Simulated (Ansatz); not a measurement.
Total energies of C3H11BSi, SMILES `CCBC[SiH3]`.

```xyz
16

C    -0.460   -2.102   -1.158
C     0.216   -1.383    0.005
B    -0.541   -0.162    0.615
C     0.194    1.023    1.279
Si    0.419    2.356   -0.039
H     0.078   -3.007   -1.451
H    -1.483   -2.389   -0.900
H    -0.519   -1.457   -2.038
H     1.257   -1.137   -0.235
H     0.291   -2.075    0.863
H    -1.743   -0.134    0.554
H    -0.372    1.511    2.079
H     1.205    0.786    1.626
H    -0.896    2.831   -0.544
H     1.200    1.827   -1.190
H     1.154    3.514    0.535
```

The species carries charge 0 and has multiplicity 1. Geometry: relaxed with PBE0-D4/def2-TZVP. It is one conformer, not always the lowest. Basis def2-TZVPP, Ansatz.

RPA on PBE orbitals: Hartree–Fock energy of these orbitals -433.63727 Eh, correlation -1.36281 Eh (frozen core).

```csv
functional,kind,energy without D4 (Eh),D4 term (kJ/mol)
LDA (SPW92),LDA,-432.71055,–
PBE,GGA,-434.95877,-30.2
revPBE,GGA,-435.22859,-95.0
BLYP,GGA,-435.23540,-66.0
r2SCAN,meta-GGA,-435.21517,-8.0
B97M-V,meta-GGA with VV10,-435.28366,–
PBE0,"global hybrid, 25 % exact exchange",-435.02644,-25.6
B3LYP,"global hybrid, 20 %",-435.37984,-48.0
r2SCANh,"meta-GGA hybrid, 10 %",-435.21072,-8.4
r2SCAN0,"meta-GGA hybrid, 25 %",-435.20504,-9.2
HSE06 (plane-wave form),screened hybrid,-435.00949,-23.8
BHLYP,"global hybrid, 50 %",-435.25137,-35.2
CAM-B3LYP,range-separated hybrid,-435.25396,-25.8
LC-ωPBE,long-range corrected hybrid,-435.15825,–
ωB97X-V,range-separated hybrid GGA with VV10,-435.25792,–
ωB97M-V,range-separated hybrid meta-GGA with VV10,-435.21873,–
B2PLYP,double hybrid,-435.06895,–
PBE-QIDH,double hybrid,-434.92377,–
```

B3LYP takes the VWN-RPA correlation (the form of Gaussian; ORCA's B3LYP/G). HSE06 is the plane-wave form, built on full-range PBE exchange. The double hybrids freeze the cores in their second-order part.

LC-ωPBE has ω = 0.4 bohr⁻¹.
